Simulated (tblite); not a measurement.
C₂H₁₂BBrSi₄.
Structure used (GFN2-xTB), in Å, numbered top down from 1:
```
atom  x, y, z in Å
C1    -2.9115   -0.3159   -1.0727
B2    -1.6070    0.0314   -0.2590
C3    -1.7359    0.9065    1.0483
Si4    0.1524   -0.5882   -0.8026
Si5    1.4733   -1.6621    0.8723
Si6    3.0019    0.1247    0.9375
Si7    1.8182    1.1325   -0.8340
Br8    3.0207    1.0729   -2.7689
H9    -2.8343    0.0477   -2.0985
H10   -3.8329    0.0844   -0.6527
H11   -3.0359   -1.3961   -1.1630
H12   -2.4170    0.4380    1.7599
H13   -0.7983    1.0955    1.5725
H14   -2.1828    1.8753    0.8207
H15    0.2065   -1.3414   -2.0761
H16    0.7712   -1.9131    2.1404
H17    2.0366   -2.9730    0.5317
H18    2.9445    0.9570    2.1483
H19    4.4331   -0.1290    0.7525
H20    1.4920    2.5636   -0.8598
```

Computed values, GFN2-xTB/tblite, gas phase, harmonic and unscaled. Against measured fundamentals such values can be off by several per cent, at times by over 20. Modes of hydrogen on silicon can be 10 to 20 % off. One conformer, not necessarily the lowest. The optimisation stopped once no atom felt more than 0.01 eV/Å.

Lowest wavenumbers of the output (negative numbers stand for imaginary wavenumbers):
```
mode    cm-1
  1     -34.6
  2      23.0
  3      29.5
  4      45.5
  5      56.2
  6      69.3
  7      84.3
  8     105.5
  9     187.4
 10     241.0
 11     271.9
 12     274.8
 13     291.3
 14     322.2
 15     341.7
```

Is this structure a minimum?

Not by this Hessian. 1 mode is imaginary beyond 20i (35i cm⁻¹), so at this level the point lies at or near a first-order saddle. The curvature is small, so loose convergence or finite differences may be the whole cause.

Which atoms move in the imaginary mode?

35i: H11 (methyl hydrogen) 20 %, H9 (methyl hydrogen) 20 %, H14 (methyl hydrogen) 19 %, H12 (methyl hydrogen) 19 %. These are shares of the mass-weighted motion.

What is the remedy?

Step along that mode in both directions, optimise again with tighter thresholds and repeat the frequencies. The zero-point energy of this point (79.5 kcal/mol) counts the 53 real modes alone, and thermal corrections from it aren't those of a minimum.

The run took 2.5 s on one thread, Arm Neoverse N1 (aarch64), shared host with 64 logical CPUs at a one-minute load of 59. This covers the Hessian and the dipole derivatives.
